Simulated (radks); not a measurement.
Results of a calculation; reference values are marked as such.
Q: These are the eigenvalues of the occupied orbitals of an atom or ion with whole-number occupations (eV). Code: a radial shooting solver on a logarithmic mesh with Libxc functionals. Model: scalar-relativistic Kohn-Sham, PBEsol, spin-polarised, spherical densities, finite nucleus; Fermi nuclear charge, rms radius of each element as measured or else 0.836 A^(1/3) + 0.57 fm.

| orbital | eigenvalue |
|---|---|
| 1s down | -4862.636 |
| 1s up | -4862.628 |
| 2s up | -536.2275 |
| 2s down | -535.6722 |
| 2p up | -443.8602 |
| 2p down | -443.4309 |
| 3s up | -63.0655 |
| 3s down | -61.3508 |
| 3p up | -39.3959 |
| 3p down | -37.6870 |
| 3d up | -4.8506 |
| 4s up | -4.6934 |
| 4s down | -4.1698 |

Which element is it, and in what charge state? The configuration may be excited. Open shells, if any, are filled with parallel spins first.

A: Z = 22, titanium, charge 0: Ti in [Ar] 3d2 4s2. The list shows which subshells hold electrons but not how many an open one holds; the 1s level, -178.7 hartree, gives Z - s = 18.9 by -(Z - s)^2/2, which with screening and relativity narrows Z to a few neighbours, and the depths of the outer levels then fix element, charge and occupations together.
